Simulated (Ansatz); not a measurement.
Ansatz results at the PBE0-D4/def2-TZVP geometry: LUMO energy (ωB97M-V/def2-TZVPP) -0.51 eV; HOMO–LUMO gap (ωB97M-V/def2-TZVPP) 9.33 eV; HOMO–LUMO gap (B3LYP/def2-TZVPP) 4.87 eV.

Problem. Which molecule gave them?
A. `N/C=C/C=O`
B. `[AlH2][CH2]CBr`
C. `[BH2][SnH2][CH3]`
D. `O[SiH](Cl)[O][GeH3]`

Solution. C. The others give `N/C=C/C=O`: 1.43, 10.16, 5.53; `O[SiH](Cl)[O][GeH3]`: 1.83, 13.00, 8.42; `[AlH2][CH2]CBr`: -0.12, 9.63, 5.39.

B3LYP here is the variant with VWN-RPA as its local correlation; programs differ in this.
